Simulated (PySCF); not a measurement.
Parent: `[F:1][B:2]([F:3])[SiH3:4]`, BF2H3Si.

The calculation used PBE0-D3(BJ)/def2-SVP geometry optimisation, gas phase in PySCF. One conformer each, not checked by frequencies here.

```csv
coordinate of the parent,value
F1–B2,1.320 Å
B2–F3,1.319 Å
B2–Si4,2.035 Å
F1–B2–F3,116.3°
F1–B2–Si4,120.4°
F3–B2–Si4,123.3°
```

Task: How does the shared frame change in `[CH3:1][B:2]([CH3:3])[SiH2:4][B:5]([F:6])[F:7]` with C1–B2–Si4–B5 92°, B2–Si4–B5–F6 -84°, C2H8B2F2Si? Atoms pair as F1 = F6, B2 = B5, F3 = F7, Si4 = Si4 (parent first).

Result: 
```
   parent   relative  value in the relative  change
    F1–B2      F6–B5                1.323 Å  +0.003
    B2–F3      B5–F7                1.322 Å  +0.003
   B2–Si4     B5–Si4                2.027 Å  -0.008
 F1–B2–F3   F6–B5–F7                 115.9°    -0.4
F1–B2–Si4  F6–B5–Si4                 122.3°    +1.9
F3–B2–Si4  F7–B5–Si4                 121.6°    -1.7
```

Of the parent's bonds, B2–Si4 changes most (-0.008 Å). Bonds of the relative outside the shared frame: C1–B2 1.564, B2–C3 1.564, B2–Si4 2.033 Å.
